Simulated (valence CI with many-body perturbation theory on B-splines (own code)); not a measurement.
A CI+MBPT run for W33+

Computed by relativistic CI+MBPT: five valence electrons over a frozen Dirac-Fock core [Kr], a basis of 7 s, 7 p, 8 d, 6 f, 4 g, 1 h functions for each j, with the one-electron correlation potential Σ1 (screened to all orders), the two-electron term Σ2, the three-electron term Σ3, Breit, model QED; selected single and double excitations, second order for the rest, scaled by the run's own slope (own B-spline code, finite nucleus).

Command, and the settings that its task file holds:

```sh
python run_cv.py task.json out
```

```
atom W  Z=74  mass_number=184  rms_radius_fm=5.3658
core [Kr]
valence 4d5
avg = 1
basis = M
beyond = 1
breit = 1
cap = 32000
capref = 2200
cscale = 1
de = 0.0
dress = 0
eps = 2e-08
extrap = 1
h = 0.27
hh = 1
l2 = 3
lcore = 6
maxit = 60
n2 = 5
natural = 1
nlev = 190
nno = [4, 4, 5, 4, 3, 1]
nroot = 40
nsp = [3, 3, 3, 2, 1, 0]
pt2 = 1
qed = 1
rpa = 1
s1 = 1
s2 = 1
s3 = 1
screen = 1
tol = 2e-05
whole = 1
```

It took 14 min on 1 thread of Intel(R) Xeon(R) Processor @ 2.30GHz, with other jobs on the host.

Log. The first blocks belong to the next ion, which gives the ionisation energy. Fields: 2J, parity (1 odd), roots, reference size, generating configurations, candidates as configurations/state functions, variational space P, stored matrix elements, Davidson steps; e2 is the range of second-order energies in hartree. The first line gives the box (bohr), its intervals, the orbitals and the steps of their self-consistent field. Window is the range of levels sought, series limit the energy at which the first omitted orbital would enter, core excitation an estimate of the first excitation out of the core, left out the lowest levels not solved, and shifts from estimates the range by which levels moved from their first estimate, all in cm⁻¹.

```
rmax 4.4 intervals 58 orbitals 59 references ['4d5', '4d4 4f', '4d3 4f2', '4d4 5s', '4d4 5p'] scf 5 t 1.2
2J=0 par=0 roots 2 ref 26 generators 6 cand 7162/17694 P 1376/2624 nnz 1.2e+06 it 5
2J=0 par=0 roots 2 ref 26 generators 11 cand 9595/24416 P 2034/4157 nnz 2.5e+06 it 4
   second order: generators 11 cand 8937/22883 e2 -0.00003 -0.00001
reference levels 1532, estimated 383, window 1944275 1/cm; series limit 7262236, core excitation 1259913
2J=5 par=0 roots 10 ref 183 generators 15 cand 12992/429625 P 450/6381 nnz 8.6e+06 it 7
2J=5 par=0 roots 10 ref 183 generators 16 cand 12740/425888 P 2019/27868 nnz 1.4e+08 it 7
   second order: generators 24 cand 21050/764430 e2 -0.00084 -0.00050
2J=7 par=0 roots 7 ref 192 generators 9 cand 12971/478226 P 346/6387 nnz 1e+07 it 5
2J=7 par=0 roots 7 ref 192 generators 12 cand 12790/474518 P 1521/25092 nnz 1.2e+08 it 7
   second order: generators 19 cand 22900/931414 e2 -0.00106 -0.00077
2J=3 par=0 roots 7 ref 141 generators 11 cand 12941/324943 P 512/6388 nnz 9.1e+06 it 5
2J=3 par=0 roots 7 ref 141 generators 12 cand 12648/321185 P 2251/26941 nnz 1.3e+08 it 7
   second order: generators 23 cand 22869/625156 e2 -0.00049 -0.00029
2J=11 par=0 roots 3 ref 150 generators 9 cand 12640/423772 P 488/6400 nnz 9.7e+06 it 4
2J=11 par=0 roots 3 ref 150 generators 12 cand 12371/420022 P 1989/25895 nnz 1.3e+08 it 6
   second order: generators 17 cand 17740/670932 e2 -0.00036 -0.00033
2J=9 par=0 roots 5 ref 181 generators 9 cand 12867/472678 P 395/6394 nnz 9.9e+06 it 6
2J=9 par=0 roots 5 ref 181 generators 12 cand 12643/468959 P 1628/25543 nnz 1.3e+08 it 8
   second order: generators 19 cand 21289/858330 e2 -0.00088 -0.00058
2J=1 par=0 roots 4 ref 77 generators 9 cand 12684/174254 P 930/6394 nnz 8.7e+06 it 5
2J=1 par=0 roots 4 ref 77 generators 12 cand 12091/170430 P 2984/22536 nnz 6.5e+07 it 6
   second order: generators 16 cand 16829/260023 e2 -0.00017 -0.00009
2J=13 par=0 roots 1 ref 112 generators 3 cand 9596/309258 P 573/6399 nnz 1.2e+07 it 4
2J=13 par=0 roots 1 ref 112 generators 5 cand 10884/336703 P 1648/19997 nnz 8.4e+07 it 5
   second order: generators 8 cand 13591/409882 e2 -0.00016 -0.00016
2J=5 par=1 roots 40 ref 61 generators 13 cand 15328/496738 P 320/6399 nnz 7.3e+06 it 11
2J=5 par=1 roots 40 ref 61 generators 20 cand 16037/506391 P 1127/30625 nnz 1.2e+08 it 11
   second order: generators 41 cand 38280/1624495 e2 -0.00827 -0.00374
2J=7 par=1 roots 40 ref 63 generators 12 cand 14481/547447 P 296/6345 nnz 7.3e+06 it 8
...
2J=15 par=1 roots 13 ref 15 generators 14 cand 14416/318331 P 1783/29648 nnz 1.2e+08 it 8
   second order: generators 27 cand 29815/1025416 e2 -0.00276 -0.00171
2J=17 par=1 roots 6 ref 6 generators 4 cand 5801/77081 P 616/6394 nnz 7.3e+06 it 5
2J=17 par=1 roots 6 ref 6 generators 9 cand 12464/220954 P 2547/30721 nnz 1.3e+08 it 9
   second order: generators 20 cand 28057/747128 e2 -0.00100 -0.00090
2J=19 par=1 roots 2 ref 2 generators 2 cand 3008/30912 P 772/6392 nnz 8.2e+06 it 4
2J=19 par=1 roots 2 ref 2 generators 6 cand 9919/137525 P 2720/25904 nnz 1.2e+08 it 5
   second order: generators 15 cand 22987/467464 e2 -0.00009 -0.00008
left out: unestimated 3126943, estimated 2041650, shifts from estimates -767 to 171
operators 3.7
```

The Davidson iterations converged.

No measured spectrum was set against this ion. As an estimate, large intervals hold to a few tenths of a per cent, small ones and those within an open d or f shell to about a per cent. The list stops below the first excitations out of the core.

| Quantity | Value |
| --- | --- |
| Valence energy | -276.9448 hartree |
| Ionisation energy | 1383.9 eV (NIST: 1386.8 ± 1.4 eV (semi-empirical)) |
| Reference configurations for the orbitals | 4d5, 4d4 4f, 4d3 4f2, 4d4 5s, 4d4 5p |
| Radial orbitals | 59 |
| Box radius | 4.392 bohr |
| Largest variational space | 31990 |
| Lowest levels | (4d3/2^4 4d5/2) J=5/2 0.0, (4d3/2^3 4d5/2^2) J=5/2 [a] 102600, (4d3/2^3 4d5/2^2) J=7/2 [a] 139900, (4d3/2^3 4d5/2^2) J=3/2 [a] 143870, (4d3/2^3 4d5/2^2) J=11/2 147610, (4d3/2^3 4d5/2^2) J=9/2 159700, (4d3/2^3 4d5/2^2) J=5/2 [b] 167700, (4d3/2^3 4d5/2^2) J=1/2 174670, (4d3/2^3 4d5/2^2) J=7/2 [b] 183150, (4d3/2^3 4d5/2^2) J=3/2 [b] 226390, (4d3/2^2 4d5/2^3) J=5/2 [a] 241860, (4d3/2^2 4d5/2^3) J=7/2 [a] 264930, (4d3/2^2 4d5/2^3) J=11/2 270170, (4d3/2^2 4d5/2^3) J=9/2 [a] 275090 cm⁻¹ |

Levels are named by their leading jj configuration (3d3/2^4 stands for four electrons in 3d with j = 3/2), which in mixed levels can hold well under half, so a name can repeat and another be missing. Letters in brackets count levels of one name in rising energy.
